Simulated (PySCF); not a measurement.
Species: methylgermylbromide, CH₅BrGe.
Structure used (PBE0-D3(BJ)/def2-SVP), in Å, numbered top down from 1:
```xyz
8
CH5BrGe angstrom
C     -0.977    0.417    0.112
Ge     0.703   -0.529   -0.110
Br     2.380    1.071   -0.118
H     -0.961    0.985    1.052
H     -1.817   -0.293    0.133
H     -1.119    1.118   -0.723
H      1.012   -1.479    1.059
H      0.796   -1.270   -1.454
```

Method: TDDFT PBE0/def2-SVPD, vertical, gas phase, core orbitals frozen in the response in PySCF 2.14.0, density-fitted response routines. The PBE0/def2-SVPD calculation is non-relativistic and has no spin–orbit coupling, an omission that weighs most on bromine and germanium.

Ground-to-excited transition dipoles (e·a0, same axes as the geometry; the sign carries no meaning), for the states with f of 0.002 or more among the lowest 9:

```json
{"state": "S1", "E (eV)": "6.192", "μx": "0.158", "μy": "-0.281", "μz": "-0.027"}
{"state": "S2", "E (eV)": "6.196", "μx": "-0.023", "μy": "0.019", "μz": "-0.330"}
{"state": "S3", "E (eV)": "7.300", "μx": "-0.015", "μy": "0.014", "μz": "-0.145"}
{"state": "S4", "E (eV)": "7.309", "μx": "-0.384", "μy": "0.133", "μz": "0.044"}
{"state": "S6", "E (eV)": "7.667", "μx": "0.234", "μy": "-0.244", "μz": "-0.040"}
{"state": "S7", "E (eV)": "7.998", "μx": "-0.040", "μy": "0.136", "μz": "0.015"}
{"state": "S9", "E (eV)": "8.300", "μx": "0.716", "μy": "0.182", "μz": "-0.051"}
```

(1) What oscillator strength does each state have?

(2) The point group is Cs. Which irreducible representation does each state belong to?

(3) What angle do the transition dipoles of S6 and S9 make?

(4) How is the summed strength of these states shared among x, y and z?

(5) What peak molar absorption coefficient would the strongest computed level give as a lone Gaussian band 0.5 eV wide at half height?

## Answers

(1) f = (2/3) ΔE |μ|² with ΔE in hartree (27.2114 eV).

| state | \|μ\|² (au) | \|μ\| (D) | f |
| --- | --- | --- | --- |
| S1 | 0.104 | 0.82 | 0.016 |
| S2 | 0.110 | 0.84 | 0.017 |
| S3 | 0.021 | 0.37 | 0.004 |
| S4 | 0.167 | 1.04 | 0.030 |
| S6 | 0.116 | 0.87 | 0.022 |
| S7 | 0.020 | 0.36 | 0.004 |
| S9 | 0.548 | 1.88 | 0.112 |

(2) From a totally symmetric ground state, an allowed state transforms like the component of the dipole operator along its μ. Polarised normal to the mirror plane, so A″: S2 and S3. Polarised in the mirror plane, so A′: S1, S4, S6, S7 and S9.

(3) |cos θ| = |μa·μb| / (|μa| |μb|) = 0.50, so θ ≈ 60° (taken between 0 and 90°, since the signs are arbitrary).

(4) (2/3) Σ ΔE μα² gives 0.145 for x, 0.037 for y and 0.022 for z, 0.204 in all.

(5) ε(max) = 2.175×10⁸ f / FWHM, with the width in cm⁻¹. S9: 2.175×10⁸ × 0.1115 / 4033 ≈ 6000 L mol⁻¹ cm⁻¹.

The vertical ionisation energy (ΔSCF) is 10.28 eV, 1.98 eV above S9.
